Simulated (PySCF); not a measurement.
BI2, SMILES I[B+]I, charge +1.

The structure is a stationary point at B3LYP-D3(BJ)/def2-TZVP. The def2 effective core potentials stand for the cores of I; spin–orbit coupling is left out.

All values below come from PBE/def2-TZVPD (PySCF).

Gas-phase values at a fixed geometry.

```yaml
total_energy: -619.94322 hartree
point_group: D∞h
highest_occupied_level: -12.65 eV
lowest_empty_level: -8.61 eV
orbital_gap: 4.04 eV
dipole_moment_about_the_centre_of_nuclear_charge: 0.00 D
mean_static_polarisability: 76.5 bohr³ (11.34 Å³)
polarisability_principal_values: 51.5, 51.5, 126.6 bohr³
```
